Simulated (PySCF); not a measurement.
# Computed records: FH2Si

Computed with PySCF 2.14.0. Calculation on a computer-drawn molecule: vertical ionisation energy to the stated ion spin, frozen-core CCSD(T) at the basis limit and cheaper methods, single-reference cases, UHF for radicals, no spin-orbit; all values are single points at the evaluated structure, the first of each entry, which is the reference or a displaced copy of it and isn't optimised; the reference structure only sets the zero of the energies above reference; triples share is (T) over the correlation energy.

Common to all runs: charge 1; multiplicity 1; ion multiplicity 2; diffuse functions no; basis cc-pV(n+d)Z; reference is the Hartree-Fock double-zeta minimum; best is HF at quadruple zeta + MP2 correlation extrapolated from triple and quadruple zeta + CCSD(T) minus MP2 at triple zeta; basis step is the size of the change from the same recipe one zeta lower.

(1) 
```xyz
4
formula=FH2Si
F     -0.4700     1.0369     0.6302
Si     0.8496     0.9754     1.4134
H      1.2685    -0.4042     2.0244
H      1.5678     2.2529     1.5066
```

Reference structure:
```xyz
4
FH2Si
F     -0.4670     1.0251     0.6251
Si     0.8621     0.9942     1.4253
H      1.2307    -0.2919     1.9930
H      1.5801     2.2550     1.5114
```

Drawn bonds:
```tsv
atom	other atom	order
1	2	1
2	3	1
2	4	1
```

(2) 
```xyz
4
formula=FH2Si
F     -0.4700     1.0369     0.6302
Si     0.8496     0.9754     1.4134
H      1.2712    -0.4130     2.0283
H      1.5678     2.2529     1.5066
```

Reference structure:
```xyz
4
FH2Si
F     -0.4670     1.0251     0.6251
Si     0.8621     0.9942     1.4253
H      1.2307    -0.2919     1.9930
H      1.5801     2.2550     1.5114
```

Drawn bonds:
```tsv
atom	other atom	order
1	2	1
2	3	1
2	4	1
```

To be estimated
1. Estimate the ion spin squared at triple zeta of FH2Si (entry 1).
2. Give the missing ionisation energy EOM CCSD at triple zeta for FH2Si (entry 1).
3. FH2Si (entry 1): triples share at triple zeta?
4. FH2Si (entry 1): ionisation energy best?
5. Give the missing total energy HF triple zeta for FH2Si (entry 2).
6. FH2Si (entry 2): ionisation energy Koopmans at triple zeta?

Answers
1. 0.8177
2. 20.85 eV
3. 0.02725
4. 20.88 eV
5. -389.3181 hartree
6. 21.04 eV

Further results for FH2Si (entry 1):

```
ionisation energy basis step              : 0.02429 eV
energy above reference best               : 2.113 kcal/mol
energy above reference basis step         : 0.206 kcal/mol
ionisation energy Koopmans at triple zeta : 21.08 eV
total energy HF triple zeta               : -389.3188 hartree
total energy CCSD(T) triple zeta          : -389.6941 hartree
total energy best                         : -389.7604 hartree
T1 diagnostic at triple zeta              : 0.01418
D1 diagnostic at triple zeta              : 0.03716
ion T1 diagnostic at triple zeta          : 0.03747
ion D1 diagnostic at triple zeta          : 0.1421
basis functions triple zeta               : 97
```

Triple zeta:
```tsv
method	ionisation energy (eV)	energy above reference (kcal/mol)
HF	20.19	2.491
PBE	20.17	1.3
r2SCAN	20.32	1.809
B3LYP	20.53	1.991
wB97X	20.7	2.125
MP2	20.77	2.577
CCSD	20.83	2.182
CCSD(T)	20.76	2.147
```

Further results for FH2Si (entry 2):

```
ionisation energy best                    : 20.85 eV
ionisation energy basis step              : 0.02483 eV
energy above reference best               : 2.514 kcal/mol
energy above reference basis step         : 0.2115 kcal/mol
ionisation energy EOM CCSD at triple zeta : 20.81 eV
total energy CCSD(T) triple zeta          : -389.6935 hartree
total energy best                         : -389.7597 hartree
T1 diagnostic at triple zeta              : 0.0142
D1 diagnostic at triple zeta              : 0.03716
ion T1 diagnostic at triple zeta          : 0.03718
ion D1 diagnostic at triple zeta          : 0.1405
ion spin squared at triple zeta           : 0.8173
triples share at triple zeta              : 0.02728
basis functions triple zeta               : 97
```

Triple zeta:
```tsv
method	ionisation energy (eV)	energy above reference (kcal/mol)
HF	20.15	2.965
PBE	20.15	1.611
r2SCAN	20.29	2.181
B3LYP	20.5	2.372
wB97X	20.67	2.529
MP2	20.73	3.015
CCSD	20.79	2.591
CCSD(T)	20.73	2.547
```
